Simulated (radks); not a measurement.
Kinetic energies: the exact non-interacting value of the Kohn-Sham orbitals and orbital-free approximations, in hartree. Species: Ce4+ [Xe]; Rb4+ [Ar] 3d10 4s2 4p3; S+ [Ne] 3s2 3p3; Cu [Ar] 3d10 4s1; Co20+ [He] 2s2 2p3. All-electron calculation, non-relativistic Kohn-Sham, exchange-only LDA, spin-polarised, spherical densities, point nucleus. Program: a radial shooting solver on a logarithmic mesh with Libxc functionals. Every spin shell is full or empty, so the densities are truly spherical. Functionals are evaluated on that one density, not self-consistently.

functional,Ce4+,Rb4+,S+,Cu,Co20+
exact,8555.05,2928.66,395.195,1635.24,1068.99
Thomas-Fermi,8116.4,2757.7,366.44,1529.5,982.83
von Weizsacker,3387.5,1347.2,239.94,815.57,737.05
TF + vW,11504,4105.0,606.38,2345.0,1719.9
TF + vW/9,8492.8,2907.4,393.10,1620.1,1064.7
LC94,8555.7,2929.6,395.84,1632.6,1069.1
Pearson,8475.2,2897.5,389.07,1613.0,1041.8
LKT,10101,3561.2,516.06,2020.8,1465.1
PG1,9765.5,3428.3,493.06,1940.5,1400.8
DePristo-Kress,8540.4,2926.2,395.44,1631.3,1064.1
Ernzerhof,8514.6,2917.4,395.56,1626.5,1078.1
